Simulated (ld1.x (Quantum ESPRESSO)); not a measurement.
## Building the RRKJ potential for calcium (BLYP, scalar-relativistic).

calcium, norm-conserving RRKJ (Kleinman–Bylander form), made with ld1.x (Quantum ESPRESSO) 7.5 (BLYP, scalar-relativistic). Core [Ne], reference 3s2 3p6 3d0 4s1.5 4p0 (charge +0.5). Waves: 3s (bound): rc 1.10 bohr; 3p (bound): rc 1.50 bohr; 3d (bound, empty): rc 2.05 bohr. Local part: the d channel. Core correction: none. rho0 = 0.001.

Occupied shells without a wave of their own: 4s. They enter only through the test configuration that unscreens the potential.

All-electron outer shells of the reference configuration (BLYP, scalar-relativistic, ld1.x):

```
shell  level (eV)  outermost node (bohr)  outermost maximum (bohr)
   2p     -338.13                      –                      0.25
   3s      -50.06                   0.45                      0.99
   3p      -31.03                   0.42                      1.04
   4s       -6.19                   1.42                      3.21
   3d       -4.87                      –                      1.26
   4p       -3.45                   1.61                      4.07
```

(1) Estimate the cutoffs (Ry, on a coarse ladder) from which the occupation-weighted sum of valence levels, in a spherical-Bessel basis at the reference potential, stays within 10 and 1 mRy of its value at 400 Ry.

(2) What does a ghost test show?

(3) Which valence shell sets the plane-wave cutoff?

Results:

(1) 70 Ry and 140 Ry.

(2) No extra level below or beside the all-electron valence levels (s, p, d, f tested).

(3) 3s: its level needs 120 Ry to come within 1 mRy, against 55 Ry for 4s.

Its largest configuration-test error is +231 meV (3s2 3p6 3d0 4s0 4p0). 1 of 7 tests not solved or not reliable.
